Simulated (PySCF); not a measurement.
Job file and geometry (Å, from GFN2-xTB) of a spin–spin coupling run on `B(NC)(C)C`, C3H10BN, B3LYP/pcJ-1 indirect spin-spin coupling, non-relativistic, gas phase (PySCF); density fitting, a coarse starting grid and PySCF grid level 2 are the driver's defaults:

```
$ OMP_NUM_THREADS=1 python probes_run.py task.json out

{"job": {"kind": "j", "xc": "B3LYP", "basis": "pcJ-1"}, "charge": 0, "multiplicity": 1}
C      2.069495     0.305245     0.032894
N      0.893545    -0.514179     0.214317
B     -0.437603    -0.181407     0.025822
C     -0.855300     1.277242    -0.457253
C     -1.548045    -1.285082     0.305109
H      2.623454     0.404290     0.971194
H      1.774767     1.295415    -0.302704
H      2.738118    -0.132382    -0.714481
H      1.131972    -1.446407     0.523244
H     -0.536240     2.039768     0.252097
H     -1.930853     1.380020    -0.575643
H     -0.400749     1.529007    -1.414430
H     -2.150877    -1.466982    -0.583081
H     -2.238165    -0.954099     1.079367
H     -1.137934    -2.242458     0.621637
```

**Question.** What does the program print?

**Answer.** 
```
coarse grid: 11608 points
cycle   1  E = -199.9042303906  dE =  2.335e-01  |g| = 5.860e-01  |ddm| = 2.799e+00
cycle   2  E = -199.8656550482  dE =  3.858e-02  |g| = 7.055e-01  |ddm| = 1.081e+00
cycle   3  E = -199.9921768996  dE = -1.265e-01  |g| = 5.113e-02  |ddm| = 6.262e-01
cycle   4  E = -199.9923287467  dE = -1.518e-04  |g| = 4.250e-02  |ddm| = 5.341e-02
cycle   5  E = -199.9926955573  dE = -3.668e-04  |g| = 5.128e-03  |ddm| = 2.635e-02
cycle   6  E = -199.9927007132  dE = -5.156e-06  |g| = 1.583e-03  |ddm| = 4.294e-03
final grid: 109544 points
cycle   7  E = -200.0271643302  dE = -1.012e-04  |g| = 7.466e-03  |ddm| = 2.460e-02
cycle   8  E = -200.0271584224  dE =  5.908e-06  |g| = 8.958e-03  |ddm| = 1.146e-02
cycle   9  E = -200.0271773755  dE = -1.895e-05  |g| = 5.722e-04  |ddm| = 6.399e-03
cycle  10  E = -200.0271773789  dE = -3.448e-09  |g| = 5.496e-04  |ddm| = 6.679e-04
cycle  11  E = -200.0271774402  dE = -6.127e-08  |g| = 4.410e-05  |ddm| = 3.293e-04
cycle  12  E = -200.0271774406  dE = -4.177e-10  |g| = 1.489e-05  |ddm| = 4.352e-05
converged SCF energy = -200.0271774406

Indirect spin-spin couplings (Hz)
  i      j    bonds     total        FC       PSO       DSO        SD
  0 C    1 N    1    -10.900   -10.009    -0.081    -0.075    -0.735
  0 C    2 B    2      1.177     1.398    -0.134    -0.087     0.000
  0 C    3 C    3      3.621     3.696    -0.076     0.001         -
  0 C    4 C    3      4.056     4.085     0.042    -0.072         -
  0 C    5 H    1    139.177   137.746     0.782     0.649         -
  0 C    6 H    1    139.826   138.490     0.638     0.698         -
  0 C    7 H    1    139.129   137.698     0.783     0.648         -
  0 C    8 H    2      1.165     1.150     0.495    -0.479         -
  0 C    9 H    4     -0.151    -0.145    -0.066     0.061         -
  0 C   10 H    4      1.409     1.431     0.304    -0.326         -
  1 N    2 B    1    -31.361   -34.017     3.222    -0.111    -0.454
  1 N    3 C    2     -2.283    -2.452     0.167    -0.001     0.003
  1 N    4 C    2     -3.251    -3.399     0.158    -0.002    -0.008
  1 N    5 H    2      0.741     0.874    -0.235     0.098     0.005
  1 N    6 H    2     -0.048     0.140    -0.232     0.073    -0.029
  1 N    7 H    2      0.734     0.867    -0.235     0.098     0.004
  1 N    8 H    1    -81.731   -78.276    -2.753    -0.361    -0.340
  1 N    9 H    3     -0.794    -0.881     0.057     0.018     0.012
  1 N   10 H    3     -4.105    -4.151    -0.104     0.153    -0.003
  1 N   11 H    3     -0.829    -0.920     0.062     0.015     0.014
  1 N   12 H    3     -2.274    -2.340    -0.059     0.108     0.017
  1 N   13 H    3     -2.202    -2.268    -0.057     0.106     0.016
  1 N   14 H    3     -3.016    -3.114     0.100    -0.040     0.039
  2 B    3 C    1     56.665    57.190    -1.269     0.236     0.507
  2 B    4 C    1     55.953    56.643    -1.402     0.231     0.482
  2 B    5 H    3      2.731     2.825     0.422    -0.508    -0.008
  2 B    6 H    3      3.938     4.277    -0.332     0.042    -0.049
  2 B    7 H    3      2.789     2.883     0.426    -0.512    -0.009
  2 B    8 H    2      0.240     1.580    -0.448    -0.744    -0.148
  2 B    9 H    2     -5.219    -5.305     0.065    -0.113     0.133
  2 B   10 H    2     -4.885    -4.625    -0.188    -0.136     0.064
  2 B   11 H    2     -5.243    -5.317     0.060    -0.116     0.130
  2 B   12 H    2     -5.157    -5.173    -0.001    -0.112     0.129
  2 B   13 H    2     -5.179    -5.205     0.003    -0.108     0.132
  2 B   14 H    2     -5.353    -5.109    -0.094    -0.198     0.047
  3 C    4 C    2      7.794     7.961    -0.164    -0.004         -
  3 C    5 H    4     -0.353    -0.326     0.184    -0.211         -
  3 C    6 H    4      0.315     0.219    -0.225     0.321         -
  3 C    7 H    4     -0.343    -0.315     0.186    -0.214         -
  3 C    8 H    3      6.058     6.171     0.421    -0.534         -
  3 C    9 H    1    119.564   117.119     1.859     0.586         -
  3 C   10 H    1    127.594   125.354     1.682     0.558         -
  3 C   11 H    1    119.672   117.230     1.855     0.586         -
  3 C   12 H    3      0.748     0.784    -0.000    -0.035         -
  3 C   13 H    3      0.665     0.700     0.002    -0.038         -
  3 C   14 H    3      7.002     7.049     0.318    -0.364         -
  4 C    5 H    4     -0.576    -0.557     0.223    -0.242         -
  4 C    6 H    4     -0.303    -0.276     0.209    -0.236         -
  4 C    7 H    4     -0.565    -0.546     0.224    -0.243         -
  4 C    8 H    3      4.428     4.561    -0.189     0.056         -
  4 C    9 H    3      1.820     1.855     0.221    -0.256         -
  4 C   10 H    3      3.853     3.848    -0.065     0.070         -
  4 C   11 H    3      2.060     2.095     0.228    -0.264         -
  4 C   12 H    1    122.011   119.661     1.800     0.550         -
  4 C   13 H    1    121.749   119.393     1.805     0.550         -
  4 C   14 H    1    121.585   119.253     1.767     0.565         -
  5 H    6 H    2    -13.555   -13.575     2.643    -2.623         -
  5 H    7 H    2    -11.980   -12.030     2.752    -2.703         -
  5 H    8 H    3      2.596     2.757     0.753    -0.913         -
  5 H    9 H    5      0.738     0.797     0.110    -0.169         -
  5 H   11 H    5      0.282     0.363     0.951    -1.033         -
  5 H   12 H    5      0.823     0.907     1.112    -1.196         -
  5 H   13 H    5      1.634     1.711     0.712    -0.790         -
  6 H    7 H    2    -13.580   -13.599     2.640    -2.621         -
  6 H    8 H    3     15.050    15.114     3.677    -3.742         -
  6 H   10 H    5     -0.184    -0.181     1.004    -1.007         -
  7 H    8 H    3      2.680     2.839     0.739    -0.898         -
  7 H    9 H    5      0.298     0.381     0.973    -1.056         -
  7 H   11 H    5      0.711     0.769     0.118    -0.177         -
  7 H   12 H    5      1.584     1.662     0.727    -0.805         -
  7 H   13 H    5      0.842     0.926     1.111    -1.195         -
  8 H    9 H    4     -1.360    -1.227     1.778    -1.911         -
  8 H   10 H    4      0.854     0.980     1.771    -1.898         -
  8 H   11 H    4     -1.337    -1.202     1.787    -1.922         -
  8 H   12 H    4     -0.973    -0.849     0.941    -1.065         -
  8 H   13 H    4     -1.003    -0.879     0.914    -1.038         -
  8 H   14 H    4     -0.303    -0.372    -1.821     1.890         -
  9 H   10 H    2    -14.717   -14.883     2.786    -2.620         -
  9 H   11 H    2    -17.927   -18.147     2.735    -2.515         -
  9 H   12 H    4      1.056     1.146     1.295    -1.386         -
  9 H   14 H    4      0.372     0.464     1.328    -1.420         -
 10 H   11 H    2    -14.535   -14.700     2.788    -2.622         -
 10 H   14 H    4      0.931     0.999     1.352    -1.420         -
 11 H   13 H    4      1.026     1.116     1.317    -1.407         -
 11 H   14 H    4      0.545     0.637     1.328    -1.420         -
 12 H   13 H    2    -18.550   -18.739     2.798    -2.609         -
 12 H   14 H    2    -13.808   -13.975     2.836    -2.670         -
 13 H   14 H    2    -13.876   -14.043     2.839    -2.672         -
```

Size and cost of the density-fitted run: 235 basis functions, 61 s wall time on 1 thread of an Intel Xeon, shared host; peak memory 0.95 GiB.
